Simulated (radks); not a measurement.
The numbers below are computed, except where a source is named.
The mercury ion Hg+, 79 electrons, occupied as [Xe] 4f14 5d10 6s1. Level of theory: scalar-relativistic Kohn-Sham, LB94 model potential, spin-unpolarised, spherical densities, finite nucleus; Fermi nuclear charge, rms radius 5.4648 fm (a radial shooting solver on a logarithmic mesh with Libxc functionals).

X-ray form factor f0, the Fourier transform of the density (f0(0) = 79):

sin(theta)/lambda (1/angstrom)  f0 (electrons)
0.05                                    78.115
0.1                                     75.675
0.15                                    72.193
0.2                                     68.222
0.25                                    64.176
0.3                                     60.295
0.4                                     53.385
0.5                                     47.642
0.6                                     42.850
0.8                                     35.164
1                                       29.094
1.25                                    23.287
1.5                                     19.288
2                                       14.912
